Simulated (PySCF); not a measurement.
Gas-phase reaction: 2 NaAlF₄ = Na₂ + 2 F + 2 AlF₃

Computed with PySCF and rigid-rotor harmonic-oscillator thermochemistry at 1 bar. 'Table' is the NASA 1993 thermochemical table (part measured, part estimated). After a fit of one offset per element over all species, the range-separated, M06-2X, PBE0/def2-QZVP and CCSD(T)/def2-TZVPP enthalpies, where run, lie to one side of the table for Na₂ (-22 kJ/mol): a fault of the table's entry, another state or a shared error of the levels is possible; this was not checked at source. † marks an energy on the PBE0/def2-TZVP geometry and frequencies; other levels use their own. MP2 and CCSD(T) freeze the core. 6-31G* has spherical d functions here. Open shells (unrestricted): F (multiplicity 2); the rest are closed-shell singlets. Spin-orbit splitting is ignored; it lowers the true energy and changes the entropy of F. B3LYP is the form with VWN-RPA correlation. For Na the outer core is correlated in a valence basis, which is rough. MP2 isn't extrapolated to the basis-set limit. CCSD(T) isn't extrapolated to the basis-set limit. The table's entry may be an old estimate for NaAlF₄, Na₂, AlF₃ (not checked at source).

```json
[
 {"level": "table", "ΔH°(298 K), kJ": "1564.1"},
 {"level": "B3LYP/6-31G*", "ΔH°(298 K), kJ": "[?]"},
 {"level": "BLYP/def2-TZVP†", "ΔH°(298 K), kJ": "1456.8"},
 {"level": "CCSD(T)/def2-TZVPP†", "ΔH°(298 K), kJ": "[?]"},
 {"level": "HF/def2-TZVP†", "ΔH°(298 K), kJ": "1236.3"},
 {"level": "M06-2X/def2-TZVP†", "ΔH°(298 K), kJ": "[?]"},
 {"level": "MP2/def2-SVP†", "ΔH°(298 K), kJ": "1595.2"},
 {"level": "MP2/def2-TZVPP†", "ΔH°(298 K), kJ": "1570.3"},
 {"level": "PBE/def2-SVP", "ΔH°(298 K), kJ": "1550.7"},
 {"level": "r2SCAN/def2-TZVP†", "ΔH°(298 K), kJ": "1541.1"},
 {"level": "LDA/def2-TZVP†", "ΔH°(298 K), kJ": "[?]"}
]
```

### Question
Complete the blanks.

### Answer

- B3LYP/6-31G*, ΔH°(298 K), kJ: 1538.5
- CCSD(T)/def2-TZVPP†, ΔH°(298 K), kJ: 1503.7
- M06-2X/def2-TZVP†, ΔH°(298 K), kJ: 1551.3
- LDA/def2-TZVP†, ΔH°(298 K), kJ: 1672.0
